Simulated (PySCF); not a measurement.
H5OSi2, SMILES [SiH2]O[SiH3] (connectivity only; charge and spin as stated), charge +1, multiplicity 1.

Geometry optimised at PBE-D3(BJ)/def2-TZVP. The spin state was assumed, not searched. The isomer is the one that the SMILES or the coordinates give; other isomers of the formula were not compared.

Calculation: PBE/def2-TZVPD (PySCF).

Gas-phase values at a fixed geometry.

**Question.** Estimate the frontier levels, gap, dipole moment and polarisability. (Estimate from the structure and the level; the computed values follow.)

**Answer.** 
| Item | Result |
|---|---|
| highest occupied level | -12.77 eV |
| lowest empty level | -9.22 eV |
| orbital gap | 3.55 eV |
| dipole moment about the centre of nuclear charge | 3.90 D |
| mean static polarisability | 52.7 bohr³ (7.81 Å³) |
| polarisability, principal values | 42.7, 48.2, 67.1 bohr³ |
